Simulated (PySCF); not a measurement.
C2BrCl3. Atoms are numbered in the order given.

```xyz
6

Cl     2.0222    -0.9720     0.0000
C      0.2964    -1.0025     0.0000
Cl    -0.4132    -2.5787     0.0000
C     -0.4566     0.1189     0.0000
Cl    -2.1809     0.0623     0.0000
Br     0.3052     1.8459     0.0000
```
Charge 0, spin multiplicity 1.

The structure is a stationary point at B3LYP-D3(BJ)/def2-SVP.

Computed with PBE/def2-TZVP in PySCF.

Isolated molecule, no solvent.

Computed frontier levels, gap, dipole moment and polarisability:
- highest occupied level: -6.15 eV
- lowest empty level: -2.03 eV
- orbital gap: 4.13 eV
- dipole moment: 0.11 D
- quadrupole, principal values (traceless, Buckingham form, about the centre of nuclear charge): -2.70, -0.38, 3.08 D·Å
- mean static polarisability: 83.4 bohr³ (12.36 Å³)
- polarisability, principal values: 48.3, 96.1, 105.8 bohr³
